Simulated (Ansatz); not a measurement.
HfI4, triplet, at a GFN2-xTB geometry (such geometries of metal compounds can be far from the true shape) (the multiplicity is a formal guess) (core potentials on Hf, I); B3LYP/def2-SV(P) run with Ansatz (a quantum-chemistry and plane-wave program).

Here is a job for Ansatz.
Ansatz 0.2 input:
```yaml
crystal:
  periodic: [false, false, false]
  atoms:
    - {symbol: Hf, position_ang: [-0.00000000, 0.00000000, 0.00000000]}
    - {symbol: I, position_ang: [2.17597930, -0.68115902, -1.62127852]}
    - {symbol: I, position_ang: [0.88746986, 0.43615763, 2.61716857]}
    - {symbol: I, position_ang: [-1.19878736, 2.33070353, -0.97884499]}
    - {symbol: I, position_ang: [-1.86466180, -2.08570214, -0.01704507]}
basis:
  gaussian:
    orbitals: def2-SV_P_.json
hamiltonian:
  xc: b3lyp
magnetization: {spin_polarized: true, initial_magnetization: 2}
```
The basis file holds def2-SV(P) in the JSON format of the Basis Set Exchange.

The log (banner, timings and long lists left out):

```
Functional definition: B3LYP
1675 factors; integrals over basis functions are off by at most 1.4e-4 eV
mean field evaluation 1: about -33723.7888 eV, gradient 6.5e0 eV
mean field evaluation 2: about -33722.9257 eV, gradient 1.2e1 eV
mean field evaluation 4: about -33724.1780 eV, gradient 4.4e-1 eV
mean field evaluation 8: about -33724.2371 eV, gradient 2.2e-1 eV
mean field evaluation 16: about -33724.2400 eV, gradient 7.9e-3 eV
mean field evaluation 32: about -33724.2826 eV, gradient 1.3e-1 eV
mean field evaluation 64: about -33724.2400 eV, gradient 1.1e-3 eV
mean field evaluation 96: about -33724.2473 eV, gradient 4.5e-1 eV
mean field evaluation 128: about -33723.7475 eV, gradient 3.6e-1 eV
mean field evaluation 160: about -33724.2456 eV, gradient 2.8e-1 eV
mean field evaluation 192: about -33724.2821 eV, gradient 6.5e-1 eV
mean field -33724.28573125 eV, -1239.3446414814 hartree, gradient 8.1e-6 eV, S^2 2.004704; 17 other end points of the search recorded, 0 dependent functions left out
reference -33724.28603024 eV, -1239.3446524692 hartree; 57, 55 occupied and 72, 74 virtual orbitals, 1675 factors
Total energy: -33724.28603024 eV, -1239.3446524692 hartree
```
